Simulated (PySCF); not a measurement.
## Computed spin Hamiltonian

Compound: C7H9O (doublet state).
Geometry (GFN2-xTB, Å), atoms numbered from 1 in this order:
```
atom  x, y, z in Å
C1    -1.6801   -1.7197    0.7691
C2    -1.0606   -0.9987   -0.1451
C3    -0.0643    0.0774    0.1669
C4     1.2523   -0.2281   -0.4829
C5     2.3826   -0.3973    0.1757
C6    -0.5765    1.5207   -0.0971
C7    -0.4739    1.6323    1.3850
O8     0.0526    0.3673    1.5751
H9    -1.4883   -1.5684    1.8178
H10   -2.3923   -2.4820    0.5041
H11   -1.2412   -1.1356   -1.2028
H12    1.2035   -0.2907   -1.5618
H13    3.3082   -0.6095   -0.3311
H14    2.4138   -0.3331    1.2501
H15   -1.5810    1.5864   -0.5178
H16    0.1007    2.1487   -0.6835
H17   -0.1624    2.4422    2.0181
```

The hyperfine couplings belong to this conformer and change with its torsions.

The species is `C=CC1(C=C)C[CH]O1` [radical].

Method used: PySCF, UKS B3LYP, pcH-1 on C H O, non-relativistic, mean-field spin-orbit, GIAO. The structure is a single GFN2-xTB conformer in the gas phase; no vibrational or solvent corrections. The geometry wasn't refined by DFT: couplings that depend on bond lengths, twists or pyramidal angles can differ widely from those at the functional's own minimum. Stability of the SCF solution: not tested.

```
g1, g2, g3                      : 2.00208, 2.00358, 2.00461
g_iso                           : 2.00342
Form of g                       : rhombic: the two nearest values differ by 41 % of g3 − g1
⟨S²⟩                            : 0.7534 (exact 0.7500)
α and β electrons               : 30, 29
HOMO–LUMO gap, α and β orbitals : 4.40, 6.33 eV
Total energy                    : -347.26805 Eh
Basis functions                 : 290
```

Hyperfine couplings atom by atom, in 10⁻⁴ cm⁻¹; T1 to T3 are the principal values of the dipolar part (1 × 10⁻⁴ cm⁻¹ = 2.998 MHz):

| atom | isotope | a_iso | T1 | T2 | T3 | Mulliken spin population |
| --- | --- | --- | --- | --- | --- | --- |
| C1 | 13C | 0.0 | -0.2 | -0.1 | 0.3 | 0.00 |
| C2 | 13C | 0.4 | -0.2 | -0.2 | 0.4 | 0.00 |
| C3 | 13C | 0.1 | -0.6 | -0.5 | 1.1 | -0.01 |
| C4 | 13C | 3.5 | -0.3 | -0.2 | 0.5 | 0.00 |
| C5 | 13C | 0.1 | -0.2 | 0.0 | 0.3 | 0.00 |
| C6 | 13C | -6.1 | -1.1 | -0.3 | 1.3 | -0.06 |
| C7 | 13C | 64.9 | -25.0 | -24.6 | 49.6 | 0.87 |
| O8 | 17O | -9.2 | -23.3 | 11.1 | 12.1 | 0.14 |
| H9 | 1H | 0.0 | -0.9 | -0.7 | 1.6 | 0.00 |
| H10 | 1H | 0.0 | -0.3 | -0.3 | 0.6 | 0.00 |
| H11 | 1H | -0.2 | -0.4 | -0.4 | 0.8 | 0.00 |
| H12 | 1H | 0.0 | -0.5 | -0.4 | 0.8 | 0.00 |
| H13 | 1H | -0.1 | -0.3 | -0.3 | 0.5 | 0.00 |
| H14 | 1H | -0.1 | -0.8 | -0.6 | 1.4 | 0.00 |
| H15 | 1H | 25.1 | -1.8 | -1.5 | 3.3 | 0.03 |
| H16 | 1H | 26.3 | -1.5 | -0.9 | 2.4 | 0.04 |
| H17 | 1H | -4.2 | -11.3 | -0.7 | 12.0 | -0.02 |

Largest spin populations (Mulliken): C7 (+0.87) and O8 (+0.14). C7 is the only atom above +0.15. The angles at C7 add up to 346.8°, so it is slightly pyramidal.

Under fast tumbling the dipolar parts average out, and these isotropic splittings remain: 2 × 1H (H15/H16, I = 1/2, 3 lines) with 2.75 mT and 1 × 1H (H17, I = 1/2, 2 lines) with 0.45 mT.

Means are taken over nuclei equivalent by connectivity, which assumes that they swap fast.

The 13C coupling of C7 (194.7 MHz) shows only in satellite lines or after enrichment, since that isotope makes up about 1.07 % of natural carbon.

The 17O coupling of O8 (-27.7 MHz) shows only in satellite lines or after enrichment, since that isotope makes up about 0.038 % of natural oxygen.

The spin density at the nucleus, in bohr⁻³, is negative for C6 (-0.0162) and H17 (-0.0028), for instance. A restricted open-shell determinant has no negative spin density anywhere; here it arises because α and β orbitals differ (spin polarisation).
